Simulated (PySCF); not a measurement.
C₂H₆Be, SMILES [CH3][Be][CH3] (connectivity only; charge and spin as stated), charge +1, multiplicity 2.

The structure is a stationary point at r2SCAN-D4/def2-TZVP. The multiplicity is an assumed one; other spin states were not compared. The isomer is the one that the SMILES or the coordinates give; other isomers of the formula were not compared.

Two levels are set side by side: PBE/def2-TZVPD (PySCF) and r2SCAN/def2-TZVPD (PySCF). Same geometry, gas phase. Differences are taken from unrounded values.

| quantity | r2SCAN |
|---|---|
| α-spin orbital gap (eV) | 7.98 |
| β-spin orbital gap (eV) | 1.18 |
| mean polarisability (bohr³) | 66.5 |

Problem. What does PBE give, and how far is it from r2SCAN? (The exact figures need the calculation; the answer reports its results.)

Solution. 
```
quantity                      PBE  PBE minus r2SCAN
---------------------------  ----  ----------------
α-spin orbital gap (eV)      6.97             -1.02
β-spin orbital gap (eV)      0.90             -0.28
mean polarisability (bohr³)  59.6              -7.0
```

Rough cost on one machine, each run with all the roots and properties that it gave: r2SCAN against PBE about 2 times.
